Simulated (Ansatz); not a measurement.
`C[SiH2][NH][AlH2]` + `CNN` → `CN(C)N` + `[AlH2][NH][SiH3]`  (substitution at a C–Si bond)

Calculated with Ansatz (gas phase, PBE0-D4/def2-TZVP geometries, no zero-point term in ΔE). CCSD(T)/CBS adds triple-zeta CCSD(T) − MP2 to the extrapolated MP2 energy (def2 sets, frozen cores). This one scheme is used for every species. Each species was taken in one conformer, which may not be the lowest.

| species | CCSD(T)/CBS(def2) energy (Eh) |
| --- | --- |
| `C[SiH2][NH][AlH2]` | -628.72397 |
| `CNN` | -151.01675 |
| `CN(C)N` | -190.27369 |
| `[AlH2][NH][SiH3]` | -589.44550 |

Problem. Work out ΔE.

Solution. ΔE = (-190.27369) + (-589.44550) − (-628.72397) − (-151.01675) = 0.02153 Eh = +56.5 kJ/mol.

Largest T1 diagnostic among the species: 0.011.
